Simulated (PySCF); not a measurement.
B(Cl)(OH)(OEt) (C₂H₆BClO₂), SMILES CCOB(O)Cl.

Coordinates come from a PBE-D3(BJ)/def2-SVP optimisation. One conformer was computed; it need not be the lowest.

Two levels are set side by side: PBE/def2-TZVP (PySCF) and B3LYP/def2-TZVP (PySCF). Same geometry, gas phase. Differences are taken from unrounded values.

```tsv
quantity	B3LYP
orbital gap (eV)	8.80
highest occupied level (eV)	-8.48
lowest empty level (eV)	0.32
dipole moment (D)	1.97
mean polarisability (bohr³)	58.4
```

Problem. What does PBE give, and how far is it from B3LYP? (The exact figures need the calculation; the answer reports its results.)

Solution. 
```tsv
quantity	PBE	PBE minus B3LYP
orbital gap (eV)	7.07	-1.74
highest occupied level (eV)	-7.23	1.25
lowest empty level (eV)	-0.16	-0.48
dipole moment (D)	1.95	-0.02
mean polarisability (bohr³)	60.5	2.1
```

Without exact exchange PBE keeps part of each electron's self-repulsion, which lifts occupied levels and narrows the gap. PBE's more diffuse valence density responds more strongly to a field. Differences between two approximate levels are no errors against the true value.

Rough cost on one machine, each run with all the roots and properties that it gave: B3LYP against PBE within a factor of 2.
